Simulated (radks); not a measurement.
Valence configurations of the chromium ion Cr+ (all share [Ar]). All-electron calculation, scalar-relativistic Kohn-Sham, r2SCAN, spin-polarised, spherical densities, finite nucleus; open shells are filled with parallel spins first; meta-GGA in the generalised Kohn-Sham scheme; Fermi nuclear charge, rms radius 3.6452 fm. Program: a radial shooting solver on a logarithmic mesh with Libxc functionals. Energies are relative to 3d5; eigenvalues in eV for spin up.

\begin{tabular}{lrrrrr}
valence & E (eV) & moment (Bohr magnetons) & e(3d) & e(4p) & e(4s) \\ \hline
3d5 & 0.000 & 5 & -10.999 & - & - \\
3d3 4s2 & 8.785 & 3 & -20.388 & - & -13.555 \\
3d2 4s2 4p1 & 23.228 & 3 & -27.247 & -10.426 & -16.279 \\
3d4 4p1 & 6.726 & 5 & -16.517 & -8.092 & - \\
3d2 4s1 4p2 & 26.044 & 5 & -28.135 & -11.391 & -17.436 \\
3d4 4s1 & 1.908 & 5 & -15.301 & - & -12.365 \\
3d3 4p2 & 17.153 & 5 & -22.638 & -10.076 & - \\
3d2 4p3 & 32.072 & 5 & -29.232 & -11.869 & - \\
3d1 4s2 4p2 & 42.638 & 3 & -34.411 & -12.338 & -18.789 \\
3d3 4s1 4p1 & 11.753 & 5 & -21.471 & -9.529 & -14.978 \\
\end{tabular}

NIST lists [Ar] 3d5 as the ground configuration; this level of theory agrees among the configurations tried. The energies are those of spherical high-spin densities, not of single terms.
